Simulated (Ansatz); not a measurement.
Consider the ligand exchange at a B–O bond: `CB(C)O[SiH3]` + `N[SiH3]` → `CB(C)N[SiH3]` + silanol.

Program: Ansatz. Geometries: PBE0-D4/def2-TZVP. ΔE: electronic, gas phase. CBS: MP2 limit from def2 TZ/QZ plus the TZ coupled-cluster correction, frozen cores. This one scheme is used for every species. DFT in def2-TZVPP. One conformer a species, not always the lowest.

`CB(C)O[SiH3]`:

Z-matrix (Å, degrees):
```
C
B 1 1.576
H 1 1.095 2 113.5
H 1 1.092 2 113.1 3 -124.2
H 1 1.098 2 108.4 3 117.9
C 2 1.568 1 122.1 3 145.2
O 2 1.368 1 120.1 3 -35.4
H 6 1.091 2 113.4 1 167.4
H 6 1.094 2 111.7 1 43.5
H 6 1.098 2 108.8 1 -72.5
Si 7 1.649 2 132.7 1 1.4
H 11 1.486 7 110.7 2 -57.9
H 11 1.486 7 110.6 2 63.0
H 11 1.481 7 107.2 2 -177.5
```

`N[SiH3]`:

```xyz
7

N    -0.332    0.878   -0.506
Si    0.300   -0.485    0.331
H    -1.068    1.423   -0.086
H    -0.446    0.840   -1.506
H     0.616   -0.062    1.719
H    -0.603   -1.672    0.422
H     1.533   -0.922   -0.374
```

`CB(C)N[SiH3]`:

Cartesian coordinates in Å:
```
C -2.058 0.172 -0.542
B -0.552 -0.088 -0.157
C 0.019 -1.558 -0.153
N 0.290 0.998 0.177
Si 1.966 0.939 0.638
H -2.321 -0.333 -1.477
H -2.323 1.228 -0.642
H -2.716 -0.262 0.221
H -0.671 -2.250 0.340
H 1.001 -1.680 0.314
H 0.109 -1.914 -1.186
H -0.124 1.919 0.138
H 2.405 2.339 0.870
H 2.168 0.155 1.885
H 2.809 0.335 -0.426
```

`O[SiH3]`:

```xyz
6

O    -0.545   -0.622   -0.979
Si    0.029    0.120    0.375
H    -0.050   -0.517   -1.791
H     1.389   -0.366    0.734
H    -0.926   -0.212    1.457
H     0.103    1.598    0.203
```

```csv
level,ΔE (kJ/mol)
ωB97M-V,11.0
revPBE,9.0
BLYP,13.8
PBE0,9.1
HF/def2-SVP,22.9
MP2/def2-SVP,11.3
MP2/def2-TZVPP,7.2
SCS-MP2/def2-TZVPP,9.8
```

What does CCSD(T)/CBS give? (Best estimate.)

Ansatz gave: +9.1 kJ/mol. The listed levels differ from it by 1.9, -0.1, 4.7, 0.0, 13.8, 2.2, -1.9, 0.7 kJ/mol.

Largest T1 diagnostic among the species: 0.011.

Leaving LDA and LC-ωPBE aside and taking each functional with its dispersion term where it has one, the values, not all of them listed here, spread over 10.1 kJ/mol, from revPBE-D4 to B97M-V. At CCSD(T), def2-SVP lies +3.2 kJ/mol from the extrapolated value and def2-TZVPP +0.0 kJ/mol.
